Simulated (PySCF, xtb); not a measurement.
Si(F)(Cl)(vinyl)(NH2) (C2H5ClFNSi), SMILES F[Si](C=C)(N)Cl. One conformer was computed; it need not be the lowest.

Harmonic wavenumbers (cm⁻¹) from GFN2-xTB run with xtb at its own minimum, in rising order: 41, 120, 130, 164, 188, 216, 242, 360, 389, 474, 528, 702, 776, 817, 927, 945, 1019, 1030, 1277, 1414, 1498, 1674, 3037, 3085, 3115, 3487, 3530.

Q: What does PBE-D3(BJ)/def2-SVP (PySCF) give at its own minimum? (The exact figures need the calculation; the answer reports its results.)

A: 81, 144, 167, 189, 257, 284, 302, 376, 397, 498, 554, 682, 815, 834, 909, 961, 977, 1006, 1230, 1366, 1478, 1621, 3053, 3085, 3150, 3496, 3597. Paired by order, the mean absolute difference is 32 cm⁻¹ and the zero-point energies are 44.6 and 45.0 kcal/mol.
